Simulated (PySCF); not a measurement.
C₅H₄IN.
SMILES with atom numbers: `[I:1][c:2]1[cH:3][cH:4][cH:5][n:6][cH:7]1` (hydrogens: H8 on C3; H9 on C4; H10 on C5; H11 on C7)

A GFN2-xTB structure was refined with PBE0-D3(BJ)/def2-SVP geometry optimisation, gas phase, def2 core potentials past Kr (PySCF 2.14.0). Its GFN2-xTB values:

```json
{"coordinate": "I1–C2", "GFN2-xTB": "2.132 Å"}
{"coordinate": "C2–C3", "GFN2-xTB": "1.396 Å"}
{"coordinate": "C2–C7", "GFN2-xTB": "1.381 Å"}
{"coordinate": "C3–C4", "GFN2-xTB": "1.335 Å"}
{"coordinate": "C3–H8", "GFN2-xTB": "1.095 Å"}
{"coordinate": "C4–C5", "GFN2-xTB": "1.401 Å"}
{"coordinate": "C4–H9", "GFN2-xTB": "1.109 Å"}
{"coordinate": "C5–N6", "GFN2-xTB": "1.313 Å"}
{"coordinate": "C5–H10", "GFN2-xTB": "1.081 Å"}
{"coordinate": "N6–C7", "GFN2-xTB": "1.328 Å"}
{"coordinate": "C7–H11", "GFN2-xTB": "1.069 Å"}
{"coordinate": "I1–C2–C3", "GFN2-xTB": "121.5°"}
{"coordinate": "I1–C2–C7", "GFN2-xTB": "118.9°"}
{"coordinate": "C2–C3–C4", "GFN2-xTB": "117.8°"}
{"coordinate": "C2–C7–N6", "GFN2-xTB": "121.1°"}
{"coordinate": "C3–C2–C7", "GFN2-xTB": "119.6°"}
{"coordinate": "C3–C4–C5", "GFN2-xTB": "120.3°"}
{"coordinate": "C4–C5–N6", "GFN2-xTB": "121.3°"}
{"coordinate": "C5–N6–C7", "GFN2-xTB": "119.8°"}
```

Problem. How do these coordinates change at the PBE0-D3(BJ)/def2-SVP level?

Solution. 
```json
{"coordinate": "C3–C4", "PBE0-D3(BJ)/def2-SVP (Å or °)": "1.393", "change": "+0.058"}
{"coordinate": "I1–C2", "PBE0-D3(BJ)/def2-SVP (Å or °)": "2.098", "change": "-0.034"}
{"coordinate": "C7–H11", "PBE0-D3(BJ)/def2-SVP (Å or °)": "1.096", "change": "+0.027"}
{"coordinate": "C2–C7", "PBE0-D3(BJ)/def2-SVP (Å or °)": "1.399", "change": "+0.018"}
{"coordinate": "C5–N6", "PBE0-D3(BJ)/def2-SVP (Å or °)": "1.330", "change": "+0.017"}
{"coordinate": "C4–H9", "PBE0-D3(BJ)/def2-SVP (Å or °)": "1.092", "change": "-0.017"}
{"coordinate": "C5–H10", "PBE0-D3(BJ)/def2-SVP (Å or °)": "1.096", "change": "+0.015"}
{"coordinate": "C4–C5", "PBE0-D3(BJ)/def2-SVP (Å or °)": "1.394", "change": "-0.007"}
{"coordinate": "C2–C3", "PBE0-D3(BJ)/def2-SVP (Å or °)": "1.393", "change": "-0.003"}
{"coordinate": "C3–H8", "PBE0-D3(BJ)/def2-SVP (Å or °)": "1.092", "change": "-0.003"}
{"coordinate": "N6–C7", "PBE0-D3(BJ)/def2-SVP (Å or °)": "1.328", "change": "0.000"}
{"coordinate": "C4–C5–N6", "PBE0-D3(BJ)/def2-SVP (Å or °)": "123.2", "change": "+1.9"}
{"coordinate": "C3–C4–C5", "PBE0-D3(BJ)/def2-SVP (Å or °)": "118.7", "change": "-1.6"}
{"coordinate": "C2–C7–N6", "PBE0-D3(BJ)/def2-SVP (Å or °)": "122.5", "change": "+1.4"}
{"coordinate": "C5–N6–C7", "PBE0-D3(BJ)/def2-SVP (Å or °)": "118.5", "change": "-1.3"}
{"coordinate": "I1–C2–C7", "PBE0-D3(BJ)/def2-SVP (Å or °)": "120.0", "change": "+1.1"}
{"coordinate": "I1–C2–C3", "PBE0-D3(BJ)/def2-SVP (Å or °)": "120.8", "change": "-0.7"}
{"coordinate": "C3–C2–C7", "PBE0-D3(BJ)/def2-SVP (Å or °)": "119.2", "change": "-0.4"}
{"coordinate": "C2–C3–C4", "PBE0-D3(BJ)/def2-SVP (Å or °)": "117.9", "change": "+0.1"}
```

The energy falls by 3.2 kcal/mol over 7 energy and gradient evaluations, the largest force component goes from 0.0693 to 4.1e-04 Eh/bohr, and the atoms move by 0.024 Å rms after alignment. The bond that changes most is C3–C4 (both ends aromatic CH carbon), which lengthens by 0.058 Å. Bonds longer at the end by more than 0.005 Å: 5 of 11; shorter: 3. Rotational constants go from 5954, 747.6, 664.2 to 5869, 751.4, 666.1 MHz.

The run used 130 basis functions and 52 SCF cycles in all. The run took 83 s on an Intel Xeon Platinum 8259CL at 2.50 GHz with one thread, no GPU, shared host with 96 logical CPUs at a one-minute load of 51, and the process peaked at 0.51 GiB of memory.

Not checked by PBE0-D3(BJ)/def2-SVP frequencies.
